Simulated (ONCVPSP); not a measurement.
**strontium (Sr): what ONCVPSP 4.0.1 does with a changed input**

Command:

```bash
oncvpsp.x < Sr.dat > Sr.out
```

Input:

```
# ATOM AND REFERENCE CONFIGURATION
# atsym  z   nc   nv     iexc    psfile
  Sr 38.00    8    1        4      upf
#
#   n    l    f
    1    0    2.00
    2    0    2.00
    2    1    6.00
    3    0    2.00
    3    1    6.00
    3    2   10.00
    4    0    2.00
    4    1    6.00
    5    0    2.00
#
# PSEUDOPOTENTIAL AND OPTIMIZATION
# lmax
    2
#
#   l,   rc,      ep,       ncon, nbas, qcut
    0    3.95    0.00    5    8    1.80
    1    3.70    0.19    4    9    2.70
    2    3.00    0.26    4    7    2.80
    3    3.00    0.03    4    8    4.10
#
# LOCAL POTENTIAL
# lloc, lpopt,  rc(5),   dvloc0
    3    5    3.00    0.00
#
# VANDERBILT-KLEINMAN-BYLANDER PROJECTORs
# l, nproj, debl
    0    2    2.40
    1    2    3.60
    2    2    1.60
    3    0    3.50
#
# MODEL CORE CHARGE
# icmod, fcfact, rcfact
    0    0.00    0.00
#
# LOG DERIVATIVE ANALYSIS
# epsh1, epsh2, depsh
   -2.00    5.00    0.02
#
# OUTPUT GRID
# rlmax, drl
    6.00    0.01
#
# TEST CONFIGURATIONS
# ncnf
    4
# nvcnf
#   n    l    f
    1
    5    0    1.00
#
    1
    5    0    1.50
#
    2
    5    0    1.00
    5    1    1.00
#
    2
    5    0    1.00
    4    2    1.00
#
```

This is an input that runs to its end, with one change: lmax lowered by one with the lists unchanged. The unchanged file is no sound one. Note: ghosts flagged at negative energy: d at -1339.7 eV; GHOST(+) flagged for s at 32.1 eV, p at 91.7 eV. A true bound ghost makes a file unfit for plane-wave use.

**Question.** How does the run end?

**Answer.** The program refuses the input: "Read ERROR, input data file line 24".

```
ONCVPSP  (Optimized Norm-Conservinng Vanderbilt PSeudopotential)
scalar-relativistic version 4.0.1

Read ERROR, input data file line  24
Program will stop
```
